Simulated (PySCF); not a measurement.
**Ge⁺: ionisation energy**

Ge⁺ [Ar] 3d10 4s2 4p1 (2P) → Ge²⁺ [Ar] 3d10 4s2 (1S), as a difference of total energies. All numbers are calculated (PySCF 2.14, scalar relativity through the core potential, in aug-cc-pwCVTZ-PP with ECP10MDF (8s7p6d4f1g, 96 functions)). Correlated levels: valence: 3s2 3p6 3d10 frozen; valence and next inner shell: nothing frozen outside the core potential. The calculations carry no spin-orbit coupling.

```json
{"method": "UHF", "ionisation energy (eV)": "15.256", "error (eV)": "-0.533"}
{"method": "LDA", "ionisation energy (eV)": "15.830", "error (eV)": "+0.041"}
{"method": "PBE", "ionisation energy (eV)": "15.711", "error (eV)": "-0.078"}
{"method": "PBE0", "ionisation energy (eV)": "15.757", "error (eV)": "-0.032"}
{"method": "r2SCAN", "ionisation energy (eV)": "15.952", "error (eV)": "+0.163"}
{"method": "PW91", "ionisation energy (eV)": "15.784", "error (eV)": "-0.005"}
{"method": "wB97M-V", "ionisation energy (eV)": "15.662", "error (eV)": "-0.127"}
{"method": "TPSSh", "ionisation energy (eV)": "15.760", "error (eV)": "-0.029"}
{"method": "PBEsol", "ionisation energy (eV)": "15.706", "error (eV)": "-0.083"}
{"method": "MP2 (valence)", "ionisation energy (eV)": "15.502", "error (eV)": "-0.287"}
{"method": "SCS-MP2 (valence)", "ionisation energy (eV)": "15.489", "error (eV)": "-0.300"}
{"method": "MP2 (valence and next inner shell)", "ionisation energy (eV)": "15.662", "error (eV)": "-0.127"}
{"method": "SCS-MP2 (valence and next inner shell)", "ionisation energy (eV)": "15.599", "error (eV)": "-0.190"}
```

Reference: 15.789 eV (measured; NIST levels, between the centres of gravity of the two terms).

Errors of the correlated levels include the incompleteness of this basis and the frozen core.
